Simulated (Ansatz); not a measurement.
One change: `[OH][GeH]([F])[F]` becomes `O[SiH](F)F`.

Ansatz, PBE0-D4/def2-TZVP geometries, multiplicity 1. Each molecule was computed in one conformer, which needn't be the lowest.

Scalar relativity is left out up to krypton.

| property | `[OH][GeH]([F])[F]` |
| --- | --- |
| HOMO–LUMO gap (ωB97M-V/def2-TZVPP) / eV | 14.25 |
| LUMO energy (PBE/def2-TZVPP) / eV | -1.20 |
| HOMO energy (B3LYP/def2-TZVPP) / eV | -9.77 |
| size of the dipole moment (ωB97M-V/def2-TZVPP) / D | 1.21 |
| LUMO energy (PBE0/def2-TZVPP) / eV | -0.15 |
| HOMO–LUMO gap (PBE/def2-TZVPP) / eV | 7.02 |

(1) Give the same properties after the change, and the shifts. (Best estimate.)

Results:

(1) The calculation gave: 
```csv
property,`O[SiH](F)F`,shift
HOMO–LUMO gap (ωB97M-V/def2-TZVPP) / eV,14.91,0.66
LUMO energy (PBE/def2-TZVPP) / eV,-0.34,0.86
HOMO energy (B3LYP/def2-TZVPP) / eV,-10.06,-0.29
size of the dipole moment (ωB97M-V/def2-TZVPP) / D,1.20,-0.01
LUMO energy (PBE0/def2-TZVPP) / eV,0.56,0.71
HOMO–LUMO gap (PBE/def2-TZVPP) / eV,8.17,1.15
```

With PBE0 the HOMO falls by 0.30 eV and the LUMO rises by 0.71 eV, so the gap widens by about 1.01 eV. PBE moves the HOMO by -0.29 eV and ωB97M-V by -0.31 eV. Dipoles are sizes alone; their direction can turn.

B3LYP here is the variant with VWN-RPA as its local correlation; programs differ in this.
